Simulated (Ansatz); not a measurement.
Species: Co, charge 1, triplet.

Total energies in hartree (Ansatz, a quantum-chemistry and plane-wave program). Open shells are spin-unrestricted; no spin-orbit coupling. The -DK rows use spin-free X2C, correlate 3s3p of the metal (1s2s2p frozen) and give its partners the cc-pVXZ-DK valence sets. Open-shell metal atoms are single determinants, not pure terms.

```tsv
species	HF/cc-pwCVTZ-DK	CCSD(T)/cc-pwCVTZ-DK	HF/cc-pwCVQZ-DK	CCSD(T)/cc-pwCVQZ-DK	CCSDT(Q)/cc-pwCVTZ-DK
1: Co+ (triplet)	-1391.58264	-1392.29381	-1391.58607	-1392.34261	-1392.29323
2: Co+ (quintet)	-1391.63845	-1392.28617	-1391.64177	-1392.33098	-1392.28584
```

**Question.** Work out the quintet-triplet gap (Co+ (quintet) against Co+ (triplet), E(quintet) - E(triplet)) in eV: take Hartree-Fock from cc-pwCVQZ-DK, extrapolate the CCSD(T) correlation energy as X^-3 (X = 3, 4), and add CCSDT(Q) - CCSD(T) in cc-pwCVTZ-DK. 1 hartree = 27.211 eV.

**Answer.** 
Species 1: correlation (64·(-0.75654) - 27·(-0.71117))/37 = -0.78965; step +0.00058; E1 = -1391.58607 + (-0.78965) + (+0.00058) = -1392.37514
Species 2: correlation (64·(-0.68921) - 27·(-0.64772))/37 = -0.71949; step +0.00033; E2 = -1391.64177 + (-0.71949) + (+0.00033) = -1392.36093
-1·E1 +1·E2 = 0.01421 hartree = 0.39 eV.
